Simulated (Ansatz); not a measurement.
Sn8. Charge 0, multiplicity 1. Geometry PBE-D4/def2-SVP.

```xyz
8

Sn   -1.844   -1.535   -1.032
Sn    1.487    0.138   -0.481
Sn    1.410    0.500    2.485
Sn    0.605    2.766    0.621
Sn   -1.479    0.553    1.344
Sn    0.664   -1.728   -2.464
Sn    0.224   -2.136    1.216
Sn   -1.067    1.441   -1.688
```

In the def2 sets Sn takes a core potential; there is no spin–orbit coupling. A triplet lies near this restricted singlet, and broken spin symmetry wasn't tried. The structure comes from a short search, and lower isomers may exist.

Task: Estimate the orbital energies around the gap (eV) in Ansatz with PBE-D4/def2-SVP, BLYP-D4/def2-TZVP, r2SCAN-D4/def2-TZVP, PBE0-D4/def2-TZVP, BHLYP-D4/def2-TZVP.

Result: 
```tsv
orbital	PBE-D4/def2-SVP	BLYP-D4/def2-TZVP	r2SCAN-D4/def2-TZVP	PBE0-D4/def2-TZVP	BHLYP-D4/def2-TZVP
HOMO−9	-9.39	-9.24	-9.64	-10.45	-11.41
HOMO−8	-8.95	-8.81	-9.19	-9.92	-10.81
HOMO−7	-5.99	-5.70	-6.22	-6.74	-7.31
HOMO−6	-5.92	-5.62	-6.12	-6.57	-7.02
HOMO−5	-5.80	-5.51	-6.01	-6.48	-6.99
HOMO−4	-5.38	-5.11	-5.56	-6.02	-6.48
HOMO−3	-5.27	-5.01	-5.45	-5.92	-6.40
HOMO−2	-5.17	-4.90	-5.36	-5.83	-6.29
HOMO−1	-5.00	-4.77	-5.19	-5.66	-6.16
HOMO	-4.55	-4.33	-4.71	-5.16	-5.61
LUMO	-3.52	-3.31	-3.54	-3.03	-2.35
LUMO+1	-3.39	-3.20	-3.41	-2.89	-2.25
LUMO+2	-2.58	-2.43	-2.52	-2.05	-1.39
LUMO+3	-2.36	-2.22	-2.29	-1.76	-1.07
LUMO+4	-2.27	-2.16	-2.18	-1.73	-1.03
LUMO+5	-1.88	-1.77	-1.84	-1.36	-0.70
```
